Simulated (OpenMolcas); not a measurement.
# OpenMolcas timings: C4H12Ge (SMILES CC(C)C[GeH3])

C4H12Ge: 17 atoms, total charge 0, spin state singlet. As SMILES, `CC(C)C[GeH3]`. Geometry: relaxed at PBE0-D4/def2-TZVP. This is one conformer, not always the lowest.

| atom | x (Å) | y (Å) | z (Å) |
| --- | --- | --- | --- |
| C | -1.0653 | 0.0170 | 1.1524 |
| C | 0.3405 | -0.1223 | 0.5863 |
| C | 1.0254 | -1.3591 | 1.1528 |
| C | 0.3399 | -0.1647 | -0.9407 |
| Ge | -0.3578 | 1.4422 | -1.8252 |
| H | -1.5527 | 0.9373 | 0.8205 |
| H | -1.0492 | 0.0267 | 2.2449 |
| H | -1.6932 | -0.8222 | 0.8358 |
| H | 0.9197 | 0.7559 | 0.9006 |
| H | 0.4795 | -2.2649 | 0.8702 |
| H | 2.0471 | -1.4557 | 0.7772 |
| H | 1.0692 | -1.3239 | 2.2448 |
| H | 1.3593 | -0.3106 | -1.3113 |
| H | -0.2434 | -1.0234 | -1.2918 |
| H | 0.0409 | 1.4372 | -3.3126 |
| H | -1.8929 | 1.5289 | -1.7427 |
| H | 0.2329 | 2.7018 | -1.1613 |

Program: OpenMolcas 26.06. Hardware: 1 thread of AMD EPYC 9R45 (Zen 5), shared host, so times are rough. Two-electron integrals are exact unless an approximation is named.

Task: Estimate their order by wall time, quickest first.
A. energy at MP2/6-31G* (spherical functions), 13 core orbitals frozen
B. energy at B2PLYP/6-31G* (spherical functions), 13 core orbitals frozen, grid UltraFine
C. gradient at HF/STO-3G

Result: C (2.8 s), A (12 s), B (40 s).
